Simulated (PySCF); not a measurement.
## Two-photon absorption: `C=[CH][Ge+]([CH3])[Br]`, [C₃H₆BrGe]+, charge +1

Geometry (Å), atoms numbered from 1 in this order:
```xyz
11

C    -2.419    0.460    0.174
C    -1.418   -0.347   -0.135
Ge    0.482    0.240    0.094
C     2.249   -0.637   -0.241
Br    0.656    2.360    0.893
H    -2.278    1.464    0.560
H    -3.446    0.143    0.050
H    -1.541   -1.350   -0.522
H     2.726   -0.130   -1.085
H     2.870   -0.505    0.650
H     2.125   -1.696   -0.465
```

Total charge +1.

Method used: TDDFT PBE0/def2-SVPD excited states, vertical, gas phase (PySCF). Geometry: GFN2-xTB.

The calculation is non-relativistic, which matters for the atoms heavier than Zn.

Problem. Give the one- and two-photon strengths of the lowest singlets.

Solution. δ for parallel linear polarisation; σ at the peak of a Lorentzian of half width 0.1 eV, single beam; Ω is circular over linear.
```tsv
state	E (eV)	f	photon λ (nm)	δ (au)	σ (GM)	Ω	main
S1	3.94	0.000	630	1.44	0.01	1.50	HOMO→LUMO 0.97
S2	4.50	0.090	551	81.6	0.60	1.26	HOMO−1→LUMO 0.94
S3	4.93	0.000	503	2.31	0.02	1.48	HOMO−3→LUMO 0.99
S4	5.17	0.057	479	248	2.44	0.40	HOMO−2→LUMO 0.94
S5	5.64	0.000	440	2.56	0.03	1.50	HOMO−4→LUMO 0.99
```

Among these, the strongest one-photon state is S2, the strongest two-photon state S4.
